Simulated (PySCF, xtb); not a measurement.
F4Te, SMILES F[Te-](F)(F)F, charge -1, multiplicity 2.

Harmonic wavenumbers (cm⁻¹) from GFN2-xTB (xtb 6.7.1) at its own minimum, in rising order: 48, 73, 130, 203, 206, 289, 409, 412, 450.

Q: What does B3LYP-D3(BJ)/def2-SVPD (PySCF 2.14.0) give at its own minimum? (An estimate is asked for; the answer gives what the named calculation found.)

A: 130, 145, 145, 226, 283, 372, 464, 478, 526. Paired by order, the mean absolute difference is 61 cm⁻¹ and the zero-point energies are 3.2 and 4.0 kcal/mol.
